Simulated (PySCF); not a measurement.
**In: ionisation energy**

In [Kr] 4d10 5s2 5p1 (2P) → In⁺ [Kr] 4d10 5s2 (1S), as a difference of total energies. Computed with PySCF 2.14 in def2-TZVPPD with the def2 core potential (28 electrons) (7s5p4d2f, 56 functions), with scalar relativity through the core potential. Correlated levels: valence: 4s2 4p6 4d10 frozen. The calculations carry no spin-orbit coupling.

```json
{"method": "UHF", "ionisation energy (eV)": "5.216"}
{"method": "MP2 (valence)", "ionisation energy (eV)": "5.393"}
{"method": "SCS-MP2 (valence)", "ionisation energy (eV)": "5.376"}
{"method": "CCSDT (valence)", "ionisation energy (eV)": "5.476"}
```

**Question.** Estimate what CCSD(T) (valence) gives.

**Answer.** 5.469 eV, closest to CCSDT (valence) among the rows shown.

**Question.** Estimate what CCSD (valence) gives.

**Answer.** 5.449 eV, closest to CCSDT (valence) among the rows shown.

Errors of the correlated levels include the incompleteness of this basis and the frozen core.

For comparison: 5.603 eV (measured; NIST levels, between the centres of gravity of the two terms).
